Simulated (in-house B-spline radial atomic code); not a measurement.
Whole-atom quantities along the 34-electron series, configuration [Ar] 3d10 4s2 4p4. Computed with a radial B-spline atomic code at the basis-set limit: non-relativistic Hartree-Fock, average of the configuration, point nuclei.

This level leaves out relativity, spin-orbit splitting included, which matters for heavy ions.

```json
{"ion": "Se", "Z": "34", "E/Z² (Eh)": "-2.076", "Σ<r²> (bohr²)": "41.405", "n(0)/Z³ (bohr⁻³)": "0.68859", "Lamb diamagnetic shielding (ppm)": "2998.33", "repulsion over attraction": "0.16427"}
{"ion": "Br+", "Z": "35", "E/Z² (Eh)": "?", "Σ<r²> (bohr²)": "?", "n(0)/Z³ (bohr⁻³)": "?", "Lamb diamagnetic shielding (ppm)": "?", "repulsion over attraction": "?"}
{"ion": "Kr2+", "Z": "36", "E/Z² (Eh)": "-2.1224", "Σ<r²> (bohr²)": "26.209", "n(0)/Z³ (bohr⁻³)": "0.69107", "Lamb diamagnetic shielding (ppm)": "3228.81", "repulsion over attraction": "0.15989"}
{"ion": "Rb3+", "Z": "37", "E/Z² (Eh)": "?", "Σ<r²> (bohr²)": "?", "n(0)/Z³ (bohr⁻³)": "?", "Lamb diamagnetic shielding (ppm)": "?", "repulsion over attraction": "?"}
{"ion": "Sr4+", "Z": "38", "E/Z² (Eh)": "-2.1658", "Σ<r²> (bohr²)": "19.178", "n(0)/Z³ (bohr⁻³)": "0.69339", "Lamb diamagnetic shielding (ppm)": "3457.73", "repulsion over attraction": "0.15502"}
{"ion": "Zr6+", "Z": "40", "E/Z² (Eh)": "-2.2061", "Σ<r²> (bohr²)": "14.962", "n(0)/Z³ (bohr⁻³)": "0.69555", "Lamb diamagnetic shielding (ppm)": "3685.88", "repulsion over attraction": "0.15005"}
```

Task: Fill in the row of Br+.

Result: E/Z² (Eh): -2.0996; Σ<r²> (bohr²): 31.999; n(0)/Z³ (bohr⁻³): 0.68985; Lamb diamagnetic shielding (ppm): 3113.85; repulsion over attraction: 0.16219.

Task: Fill in the row of Rb3+.

Result: E/Z² (Eh): -2.1445; Σ<r²> (bohr²): 22.18; n(0)/Z³ (bohr⁻³): 0.69225; Lamb diamagnetic shielding (ppm): 3343.4; repulsion over attraction: 0.15749.

Task: With what power of Z does the column «Σ<r²> (bohr²)» change over this range?

Result: A fit of the logarithm of its size against log Z from Z = 34 to 40 has slope -6.18. Unscreened non-relativistic hydrogenic orbitals would give -2.
